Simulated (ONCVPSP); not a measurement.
Ranking ONCV potentials for cobalt (Co)

All share these settings but for the change named:

Co (Z = 27), optimised norm-conserving Vanderbilt (ONCV), made with ONCVPSP 4.0.1 (LDA (Perdew-Zunger), fully relativistic). Core [Ne], reference 3s2 3p6 3d7 4s2. Waves: 3s+4s: rc 1.55 bohr, ncon 4, nbas 7, qcut 10.3 1/bohr, 2 projectors; 3p: rc 0.90 bohr, ncon 5, nbas 8, qcut 7.4 1/bohr, 1 projector; 3d: rc 1.80 bohr, ncon 4, nbas 8, qcut 7.1 1/bohr, 2 projectors, debl 1.6 Ha. Local part: polynomial inside 0.80 bohr (lpopt 5, dvloc0 0 Ha). Core correction: Teter function, parameters optimised by the program.

Open shells are filled in proportion to 2j + 1.

Test errors are all-electron minus pseudo excitation energies from the reference, over 3s2 3p6 3d7 4s1; 3s2 3p6 3d7 4s0; 3s2 3p6 3d6 4s0; 3s2 3p5 3d7 4s2. None of these files shows a bound ghost.

The base gives 435.4 meV.

Of 5 variants that were run, those that failed, showed a ghost or another fault, or gave nearly equal values are left out.

A variant can come out equal or close to the base, since the largest error may sit in a test that the change hardly touches while other tests move.

**Question.** Rank these variants by their largest absolute test error, smallest first.
A. s: qcut 6.1
B. all radii but the core radius scaled by about 1.34 (s 2.08, p 1.20, d 2.42 bohr); local potential polynomial inside 1.08 bohr (lpopt 5, dvloc0 0 Ha)
C. d: qcut 8.3

**Answer.** C (329.3 meV), A (427.2 meV), B (699.3 meV).
